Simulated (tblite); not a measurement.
Compound: C6H7FOSi.
Bonds: F1–C2, C2–C3 (aromatic), C3–C4 (aromatic), C4–C5 (aromatic), C5–C6 (aromatic), C6–O7, O7–Si8, C6–C9 (aromatic), C2–C9 (aromatic). Hydrogens: H10 on C3; H11 on C4; H12 on C5; H13, H14, H15 on Si8; H16 on C9.

The geometry is computed with GFN2-xTB (gas phase).

Some entries are withheld. Bonds in one row agree within 0.01 Å.

```
      coordinate    value
           F1–C2  1.350 Å
           C2–C3  1.382 Å
           C3–C4        ?
           C4–C5  1.381 Å
           C5–C6  1.394 Å
           C6–O7        ?
          O7–Si8  1.630 Å
           C6–C9  1.390 Å
           C2–C9        ?
          C3–H10  1.078 Å
          C4–H11  1.079 Å
          C5–H12  1.079 Å
         Si8–H13  1.453 Å
Si8–H14, Si8–H15  1.464 Å
          C9–H16  1.078 Å
        F1–C2–C3   119.0°
        F1–C2–C9   118.4°
        C3–C2–C9        ?
        C2–C3–C4   118.1°
        C3–C4–C5        ?
        C4–C5–C6   120.4°
        C5–C6–O7   118.1°
        C5–C6–C9   119.5°
        O7–C6–C9   122.4°
       C6–O7–Si8        ?
        C2–C9–C6   118.7°
```

Task: Fill in the missing values.

Result: 
- C3–C4 = 1.385 Å, aromatic (both ends aromatic CH carbon); 0.08 Å below the sum of covalent radii, 1.46 Å.
- C6–O7 = 1.342 Å, drawn single (aromatic carbon bearing oxygen to silyl ether oxygen); 0.05 Å below the sum of covalent radii, 1.39 Å.
- C2–C9 = 1.382 Å, aromatic (aromatic C–F carbon to aromatic CH carbon); 0.08 Å below the sum of covalent radii, 1.46 Å.
- C3–C2–C9 = 122.5°, at the aromatic C–F carbon, inside a 6-membered ring; the outer atoms are 2.423 Å apart.
- C3–C4–C5 = 120.7°, at the aromatic CH carbon, inside a 6-membered ring; the outer atoms are 2.404 Å apart.
- C6–O7–Si8 = 134.4°, at the silyl ether oxygen; the outer atoms are 2.742 Å apart.

Radii are Cordero's, carbon taken as 0.76, 0.73 or 0.69 Å for four, three, and two or fewer neighbours.

Its GFN2-xTB frequencies are all real (lowest 56 cm⁻¹). The numbers are those of one conformer (C5–C6–O7–Si8 180°).
